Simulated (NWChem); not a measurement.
System: CuH2OI; SMILES [I][Cu]<-[OH2]

The following NWChem deck was run.

```
start job
memory heap 200 mb stack 900 mb global 1100 mb
geometry units angstroms noautosym nocenter noautoz
  Cu     0.000585     1.128781    -0.000233
  I     -0.001282    -1.255654    -0.038576
  O      0.002158     3.100306     0.084465
  H      0.778034     3.519553     0.476744
  H     -0.765934     3.519500     0.491829
end
basis spherical
  Cu library def2-svpd
  I library def2-svpd
  O library def2-svpd
  H library def2-svpd
end
ecp
  I library def2-ecp
end
dft
  xc pbe0
  iterations 150
end
property
  response 1 0.0428
end
task dft property
```

Structure relaxed at the PBE0/def2-SVP level. def2 effective core potentials on I; no spin-orbit coupling.

Field at 1065 nm.

**Question.** Predict the main results of this run. (PBE0/def2-SVPD with def2 effective core potentials on I.) Quantities: isotropic polarisability (bohr³); anisotropy (bohr³).

**Answer.** 
```
Item                              Value
--------------------------------  -----
isotropic polarisability (bohr³)   70.8
anisotropy (bohr³)                 29.4
```
